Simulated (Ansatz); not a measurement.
Consider the isomerisation: `C[Si](C)(F)S` → `CC(F)S[SiH3]`.

Computed with Ansatz on PBE0-D4/def2-TZVP structures; ΔE is electronic, products minus reactants. CBS: MP2 limit from def2 TZ/QZ plus the TZ coupled-cluster correction, frozen cores. Functionals use def2-TZVPP. B3LYP here is the variant with VWN-RPA as its local correlation; programs differ in this. One conformer a species, not always the lowest.

```json
{"level": "PBE0-D4", "ΔE (kJ/mol)": "313.4", "difference from CCSD(T)/CBS": "-11.6"}
{"level": "B3LYP-D4", "ΔE (kJ/mol)": "314.6", "difference from CCSD(T)/CBS": "-10.4"}
{"level": "ωB97M-V", "ΔE (kJ/mol)": "321.8", "difference from CCSD(T)/CBS": "-3.2"}
{"level": "PBE", "ΔE (kJ/mol)": "303.3", "difference from CCSD(T)/CBS": "-21.7"}
{"level": "MP2/def2-TZVPP", "ΔE (kJ/mol)": "332.4", "difference from CCSD(T)/CBS": "7.4"}
{"level": "SCS-MP2/def2-TZVPP", "ΔE (kJ/mol)": "322.4", "difference from CCSD(T)/CBS": "-2.6"}
{"level": "CCSD(T)/def2-TZVPP", "ΔE (kJ/mol)": "320.3", "difference from CCSD(T)/CBS": "-4.7"}
{"level": "MP2/def2-QZVPP", "ΔE (kJ/mol)": "335.8", "difference from CCSD(T)/CBS": "10.8"}
{"level": "HF/CBS(def2)", "ΔE (kJ/mol)": "322.9", "difference from CCSD(T)/CBS": "-2.1"}
{"level": "CCSD/CBS(def2)", "ΔE (kJ/mol)": "328.1", "difference from CCSD(T)/CBS": "3.1"}
{"level": "CCSD(T)/CBS", "ΔE (kJ/mol)": "325.0", "difference from CCSD(T)/CBS": "0"}
```

Largest T1 diagnostic among the species: 0.011.

From PBE to PBE0 (25 % exact exchange), in def2-TZVPP and without D4, ΔE moves by +10.0 kJ/mol.
